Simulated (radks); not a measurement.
Results of a calculation; reference values are marked as such.
All-electron atom: neutral thallium in [Xe] 4f13 5d8 6s1.5 6p4.5 (fractional occupations, a model configuration). Code: a radial shooting solver on a logarithmic mesh with Libxc functionals. Model: scalar-relativistic Kohn-Sham, SCAN, spin-unpolarised, spherical densities, finite nucleus; meta-GGA in the generalised Kohn-Sham scheme; Fermi nuclear charge, rms radius 5.4759 fm.

Normalised radial functions P(r) = r R(r), r in bohr:

| r | 4f |
|---|---|
| 0.0007229 | 0.0000 |
| 0.0008416 | 0.0000 |
| 0.0009797 | 0.0000 |
| 0.001141 | 0.0000 |
| 0.001338 | 0.0000 |
| 0.001558 | 0.0000 |
| 0.001814 | 0.0000 |
| 0.002112 | 0.0000 |
| 0.002458 | 0.0000 |
| 0.002862 | 0.0000 |
| 0.003332 | 0.0000 |
| 0.003879 | 0.0000 |
| 0.004516 | 0.0000 |
| 0.005299 | 0.0000 |
| 0.006169 | 0.0000 |
| 0.007182 | 0.0000 |
| 0.008361 | 0.0001 |
| 0.009733 | 0.0001 |
| 0.01133 | 0.0003 |
| 0.01319 | 0.0004 |
| 0.01536 | 0.0008 |
| 0.01788 | 0.0013 |
| 0.02098 | 0.0024 |
| 0.02442 | 0.0040 |
| 0.02843 | 0.0068 |
| 0.0331 | 0.0113 |
| 0.03853 | 0.0186 |
| 0.04486 | 0.0302 |
| 0.05222 | 0.0483 |
| 0.0608 | 0.0759 |
| 0.07078 | 0.1169 |
| 0.08306 | 0.1798 |
| 0.09669 | 0.2633 |
| 0.1126 | 0.3751 |
| 0.131 | 0.5174 |
| 0.1526 | 0.6885 |
| 0.1776 | 0.8816 |
| 0.2068 | 1.0844 |
| 0.2407 | 1.2734 |
| 0.2802 | 1.4240 |
| 0.3288 | 1.5139 |
| 0.3828 | 1.5154 |
| 0.4457 | 1.4299 |
| 0.5188 | 1.2692 |
| 0.604 | 1.0577 |
| 0.7031 | 0.8236 |
| 0.8186 | 0.5951 |
| 0.9529 | 0.3966 |
| 1.109 | 0.2438 |
| 1.302 | 0.1302 |
| 1.516 | 0.0642 |
| 1.764 | 0.0283 |
| 2.054 | 0.0110 |
| 2.391 | 0.0036 |
| 2.784 | 0.0010 |
| 3.241 | 0.0002 |
| 3.773 | 0.0000 |
| 4.392 | 0.0000 |
| 5.154 | 0.0000 |
| 6 | 0.0000 |
| 6.985 | 0.0000 |
| 8.132 | 0.0000 |
| 9.467 | 0.0000 |

4f: eigenvalue -146.69 eV, 0 radial nodes, <r> = 0.459 bohr, 90 % of the charge inside 0.727 bohr.
